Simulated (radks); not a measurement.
Values are calculated unless marked as measured or tabulated.
Ionisation of the molybdenum ion Mo37+, [He] 2s2 2p1, to Mo38+, [He] 2s2, under several functionals. Scalar-relativistic Kohn-Sham, spin-unpolarised, spherical densities, finite nucleus; a radial shooting solver on a logarithmic mesh with Libxc functionals.

functional                                        E(Mo37+) (hartree)  Exc (hartree)  IE (eV)  -e(HOMO) (eV)  <r> HOMO (bohr)  IE error (eV)
PBEsol                                                   -2383.89710      -38.51097   5201.7         5110.6           0.1241          -85.3
revPBE                                                   -2385.83816      -40.46436   5203.5         5112.3           0.1241          -83.5
SCAN                                                     -2385.46889      -39.99283   5199.1         5109.8           0.1243          -87.9
LDA (Slater exchange, Perdew-Zunger correlation)         -2381.65993      -36.25903   5201.2         5110.0           0.1241          -85.8
LDA (Slater exchange, VWN5 correlation)                  -2381.66012      -36.25919   5201.2         5110.0           0.1241          -85.8

NIST Atomic Spectra Database: 5287 eV (semi-empirical). Closest: revPBE. The Delta-SCF values span 4.43 eV, the total energies 4.18 hartree. The highest occupied level is 2p. Spin polarisation and multiplet splitting are left out, so open shells lie too high by an amount that depends on their filling.

Beside tabulated values, note that spin-unpolarised runs miss the spin-polarisation part of the exchange energy of open shells.
